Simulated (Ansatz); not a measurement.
`BB(N)[SiH3]`, relaxed with RKS PBE0-D4/def2-TZVP in Ansatz from a PBE-D4/def2-SVP geometry. The force threshold is 0.005 eV/Å; the program also tests the step.

The species carries charge 0 and has multiplicity 1.

Start:

```xyz
11

B     0.218    0.042    1.770
B    -0.005   -0.504    0.234
N    -0.169   -1.739   -0.400
Si   -0.037    1.168   -0.979
H    -0.711    0.455    2.448
H     1.336    0.265    2.213
H    -0.182   -2.628    0.105
H    -0.287   -1.851   -1.408
H    -1.287    1.988   -0.780
H    -0.017    0.714   -2.425
H     1.139    2.090   -0.779
```

Task: By how much does the energy fall, and how many steps does the optimiser take? (Best estimate.)

Result: Ansatz gave: 3.85 kJ/mol, in 22 steps, 3 of them rejected.

Task: Which bonds change most? (An estimate is asked.)

Result: The calculation gave: B1–H5 from 1.222 to 1.201 Å; B1–H6 from 1.222 to 1.201 Å; Si4–H10 from 1.515 to 1.496 Å; B2–Si4 from 2.067 to 2.048 Å.

Task: Give the relaxed structure. (Best estimate.)

Result: The calculation gave: 
```xyz
11

B     0.174    0.013    1.796
B     0.001   -0.443    0.225
N    -0.115   -1.690   -0.378
Si   -0.044    1.176   -1.028
H    -0.770    0.320    2.472
H     1.253    0.225    2.277
H    -0.106   -2.557    0.133
H    -0.217   -1.819   -1.372
H    -1.182    2.090   -0.731
H    -0.199    0.701   -2.438
H     1.205    1.984   -0.956
```
